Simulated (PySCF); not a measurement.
Species: C3H10Si2.
Numbering: `[CH3:1][SiH2:2]/[CH:3]=[CH:4]/[SiH3:5]` (hydrogens: H6, H7, H8 on C1; H9, H10 on Si2; H11 on C3; H12 on C4; H13, H14, H15 on Si5)

All values: CAM-B3LYP/def2-SVPD (PySCF, non-relativistic), on one gas-phase PBE0-D3(BJ)/def2-SVP geometry that isn't relaxed in the solvent. The solvent is an IEF-PCM continuum (cavity from Bondi-type radii × 1.2), and excitations are vertical TDDFT with non-equilibrium linear response and a frozen core. Only the electrostatic response of the medium enters.

Gas-phase singlets (H = HOMO, L = LUMO):

```
state  E (eV)  λ (nm)      f  leading configurations
   S1   5.861     212  0.000               H-1→L 94%
   S2   6.670     186  0.665                 H→L 96%
   S3   7.398     168  0.004    H→L+1 77%, H→L+3 11%
   S4   7.753     160  0.006               H-2→L 89%
   S5   7.922     157  0.003             H-1→L+1 76%
```

Question: How does the list change in cyclohexane (ε = 2.017)?

Answer: 
| state | E (eV) | λ (nm) | f | leading configurations | change by rank (eV) |
| --- | --- | --- | --- | --- | --- |
| S1 | 5.843 | 212 | 0.000 | H-1→L 95% | -0.018 |
| S2 | 6.526 | 190 | 0.814 | H→L 96% | -0.144 |
| S3 | 7.375 | 168 | 0.005 | H→L+1 78%, H→L+3 12% | -0.023 |
| S4 | 7.745 | 160 | 0.010 | H-2→L 86% | -0.008 |
| S5 | 7.899 | 157 | 0.003 | H-1→L+1 78%, H-1→L+3 8% | -0.023 |

Question: How do the frontier levels move from gas to cyclohexane?

Answer: 
```csv
orbital,gas (eV),solvent (eV),change (eV)
LUMO+2,1.50,1.58,+0.08
LUMO+1,1.16,1.22,+0.06
LUMO,0.24,0.30,+0.06
HOMO,-9.18,-9.12,+0.06
HOMO-1,-9.62,-9.54,+0.08
HOMO-2,-10.65,-10.58,+0.07
HOMO-3,-10.80,-10.74,+0.06
```

The HOMO–LUMO gap goes from 9.42 to 9.42 eV.

The values belong to the conformer `[CH3:1][SiH2:2]/[CH:3]=[CH:4]/[SiH3:5]`: C1–Si2–C3–C4 118°.
